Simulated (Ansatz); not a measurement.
`[NH2][GaH][SiH2][SiH3]` + `CO[SiH](O)F` → `CO[SiH](F)O[SiH3]` + `[NH2][GaH][SiH3]`  (cleavage of the Si–Si bond)

Program: Ansatz. Geometries: PBE0-D4/def2-TZVP. ΔE: electronic, gas phase. CCSD(T)/CBS adds triple-zeta CCSD(T) − MP2 to the extrapolated MP2 energy (def2 sets, frozen cores). Functionals use def2-TZVPP. B3LYP here is the variant with VWN-RPA as its local correlation; programs differ in this. For Ga outer-core shells are correlated without core-valence functions, which leaves a few kJ/mol of doubt a bond. Scalar relativity is left out up to krypton. One conformer a species, not always the lowest.

`[NH2][GaH][SiH2][SiH3]`:

Cartesian coordinates in Å:
```
N -2.754 0.129 -0.442
Ga -1.274 -0.919 -0.525
Si 0.833 0.189 -0.826
Si 2.017 0.266 1.190
H -2.746 1.129 -0.553
H -3.686 -0.224 -0.302
H -1.517 -2.456 -0.346
H 1.674 -0.529 -1.827
H 0.645 1.586 -1.314
H 1.231 1.017 2.208
H 2.236 -1.115 1.702
H 3.341 0.928 1.036
```

`CO[SiH](O)F`:

```xyz
10

C     0.843    0.488    1.297
O     0.216    0.645    0.041
Si   -0.393   -0.557   -0.864
O    -1.232    0.087   -2.091
F    -1.326   -1.451    0.072
H     1.774   -0.080    1.207
H     0.185   -0.020    2.009
H     1.079    1.481    1.683
H     0.625   -1.454   -1.431
H    -1.771    0.862   -1.922
```

`CO[SiH](F)O[SiH3]`:

Cartesian coordinates in Å:
```
C 0.168 1.488 -1.898
O -0.001 0.796 -0.679
Si -0.556 -0.719 -0.523
F 0.350 -1.703 -1.386
O -0.461 -1.124 1.031
Si 0.284 -0.795 2.458
H -0.767 1.532 -2.466
H 0.482 2.506 -1.668
H 0.936 1.013 -2.517
H -1.934 -0.874 -1.015
H -0.028 -1.904 3.390
H -0.228 0.483 3.010
H 1.753 -0.700 2.263
```

`[NH2][GaH][SiH3]`:

Z-matrix (Å, degrees):
```
Si
Ga 1 2.403
H 1 1.490 2 111.0
H 1 1.490 2 111.8 3 -120.4
H 1 1.490 2 111.0 3 119.2
N 2 1.817 1 117.0 3 120.3
H 2 1.567 1 127.6 3 -59.7
H 6 1.006 2 124.0 1 -0.0
H 6 1.006 2 124.1 1 -180.0
```

| level | ΔE (kJ/mol) | difference from CCSD(T)/CBS |
| --- | --- | --- |
| PBE-D4 | -66.8 | 26.7 |
| r2SCAN-D4 | -85.8 | 7.7 |
| PBE0-D4 | -75.0 | 18.5 |
| ωB97X-V | -92.6 | 0.9 |
| ωB97M-V | -96.1 | -2.6 |
| B2PLYP | -98.5 | -5.0 |
| PBE0 | -75.5 | 18.0 |
| B3LYP | -95.8 | -2.3 |
| HF/def2-TZVPP | -123.8 | -30.3 |
| SCS-MP2/def2-TZVPP | -105.1 | -11.6 |
| CCSD/def2-TZVPP | -97.8 | -4.3 |
| MP2/def2-QZVPP | -99.3 | -5.8 |
| SCS-MP2/def2-QZVPP | -106.1 | -12.6 |
| HF/CBS(def2) | -127.2 | -33.7 |
| MP2/CBS(def2) | -98.3 | -4.8 |
| CCSD/CBS(def2) | -98.0 | -4.5 |
| CCSD(T)/CBS | -93.5 | 0 |

Largest T1 diagnostic among the species: 0.015.

In def2-TZVPP, CCSD(T) changes the Hartree–Fock value by +30.5 kJ/mol (the triples alone add +4.5 kJ/mol) and MP2 by +25.6 kJ/mol. From PBE to PBE0 (25 % exact exchange), in def2-TZVPP and without D4, ΔE moves by −8.2 kJ/mol.
